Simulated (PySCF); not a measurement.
Compound: C5H9N2Si (doublet state).
Structure used (GFN2-xTB), in Å, numbered top down from 1:
```xyz
17
C5H9N2Si angstrom
Si    -2.533    0.397   -0.041
C     -1.296   -0.973    0.512
C      0.074   -0.450    0.432
C      0.850   -0.529   -0.751
N      2.040   -0.054   -0.873
C      2.623    0.599    0.254
N      1.880    0.731    1.465
C      0.695    0.231    1.508
H     -2.376    1.541    0.856
H     -3.880   -0.164    0.057
H     -2.223    0.768   -1.420
H     -1.537   -1.269    1.533
H     -1.418   -1.837   -0.141
H      0.438   -1.022   -1.627
H      2.930    1.611   -0.065
H      3.569    0.083    0.494
H      0.159    0.349    2.446
```

The hyperfine couplings belong to this conformer and change with its torsions.

Identity: `[SiH3]CC1=C[N]CN=C1` [radical].

Computed, not measured: UKS B3LYP, pcH-1 on C H N Si, non-relativistic, mean-field spin-orbit, GIAO (PySCF 2.14.0). The structure is a single GFN2-xTB conformer in the gas phase; no vibrational or solvent corrections. A GFN2-xTB geometry isn't a minimum of the functional, and hyperfine couplings can be far from their values at a DFT geometry. Stability of the SCF solution: not tested. ⟨S²⟩ is 0.780 where a pure state has 0.75.

**Question.** The isotropic 1H couplings, averaged over equivalent nuclei, are +157.4, +28.9, +6.9, +4.8 MHz. Assign them to H9/H10/H11; H12/H13; H14/H17; H15/H16.

**Answer.** 
```
      site  a_iso (MHz)  ρ(0) (bohr⁻³)                                         position  distance from C3 (Å)  bound to  spin population there  largest |T| (MHz)
H9/H10/H11         +4.8        +0.0011                                  3 bonds from C3                  3.45       Si1                  +0.04                2.5
   H12/H13        +28.9        +0.0065                                  2 bonds from C3                  2.12        C2                  -0.03                4.9
   H14/H17         +6.9        +0.0015  2 bonds from C3, on C4 of spin population -0.18                  2.17     C4/C8                  -0.18                4.5
   H15/H16       +157.4        +0.0352                                  4 bonds from C3                  3.55        C6                  -0.06                5.6
```

ρ(0) is the spin density at the nucleus and T the dipolar tensor; a_iso includes a spin–orbit part; entries for several nuclei are means. Largest spin populations (Mulliken): C3 (+0.56), N7 (+0.33), N5 (+0.33) and C8 (-0.18). Three atoms exceed +0.15. The positive populations add up to 1.45 and the negative ones to -0.45, together 2S = 1. The angles at C3 add up to 359.9°, so it is planar.

Nuclei that the bonding pattern makes equivalent are averaged, as if the motion that swaps them (rotation, inversion, ring flip) were fast. The three 1H nuclei of mean +4.8 MHz run from -2.6 to 19.6 MHz in the frozen geometry.

The SMILES `[SiH3]CC1=C[N]CN=C1` draws the unpaired electron on N5, whose computed spin population is only +0.33.
